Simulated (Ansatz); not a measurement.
Reaction (hydrogenolysis of the Sn–C bond): `C=[C](F)[SnH2][CH3]` + H₂ → `[CH3][SnH3]` + `C=CF`

Calculated with Ansatz (gas phase, PBE0-D4/def2-TZVP geometries, no zero-point term in ΔE). CBS: MP2 limit from def2 TZ/QZ plus the TZ coupled-cluster correction, frozen cores. This one scheme is used for every species. DFT in def2-TZVPP. B3LYP here is the variant with VWN-RPA as its local correlation; programs differ in this. Elements past krypton have def2 core potentials. For Sn outer-core shells are correlated without core-valence functions, which leaves a few kJ/mol of doubt a bond. Each species was taken in one conformer, which may not be the lowest.

`C=[C](F)[SnH2][CH3]`:

Z-matrix (Å, degrees):
```
Sn
C 1 2.136
C 1 2.147 2 107.0
H 1 1.708 2 111.6 3 -118.6
H 1 1.708 2 111.6 3 118.6
H 2 1.090 1 110.0 3 -180.0
H 2 1.090 1 109.9 3 60.1
H 2 1.090 1 109.9 3 -60.1
F 3 1.352 1 115.0 2 179.7
C 3 1.323 1 126.0 2 -0.3
H 10 1.085 3 121.7 1 -180.0
H 10 1.082 3 119.8 1 0.0
```

H₂:

```xyz
2

H     0.095    0.044   -0.358
H    -0.095   -0.044    0.358
```

`[CH3][SnH3]`:

```xyz
8

C    -0.332    0.415   -1.021
Sn    0.285   -0.357    0.877
H    -0.680    1.442   -0.910
H    -1.142   -0.193   -1.424
H     0.505    0.398   -1.719
H     1.551    0.598    1.516
H    -1.027   -0.338    1.973
H     0.839   -1.965    0.707
```

`C=CF`:

```xyz
6

C     0.061    0.025    0.698
C     0.009   -0.054   -0.615
F    -1.022    0.421   -1.319
H    -0.736    0.482    1.270
H     0.920   -0.376    1.218
H     0.767   -0.497   -1.252
```

```csv
level,ΔE (kJ/mol),difference from CCSD(T)/CBS
PBE-D4,-36.7,-3.0
r2SCAN-D4,-39.2,-5.5
PBE0-D4,-43.6,-9.9
B3LYP-D4,-40.9,-7.2
ωB97X-V,-42.3,-8.6
ωB97M-V,-41.3,-7.6
B2PLYP,-45.2,-11.5
PBE,-44.0,-10.3
r2SCAN,-41.3,-7.6
PBE0,-50.2,-16.5
B3LYP,-52.7,-19.0
HF/def2-TZVPP,-70.5,-36.8
MP2/def2-TZVPP,-31.7,2.0
SCS-MP2/def2-TZVPP,-38.1,-4.4
CCSD/def2-TZVPP,-45.8,-12.1
CCSD(T)/def2-TZVPP,-39.1,-5.4
HF/def2-QZVPP,-70.4,-36.7
MP2/def2-QZVPP,-28.6,5.1
SCS-MP2/def2-QZVPP,-35.3,-1.6
HF/CBS(def2),-70.4,-36.7
MP2/CBS(def2),-26.4,7.3
CCSD/CBS(def2),-40.4,-6.7
CCSD(T)/CBS,-33.7,0
```

Largest T1 diagnostic among the species: 0.013.

From PBE to PBE0 (25 % exact exchange), in def2-TZVPP and without D4, ΔE moves by −6.2 kJ/mol. In def2-TZVPP, CCSD(T) changes the Hartree–Fock value by +31.5 kJ/mol (the triples alone add +6.7 kJ/mol) and MP2 by +38.8 kJ/mol.
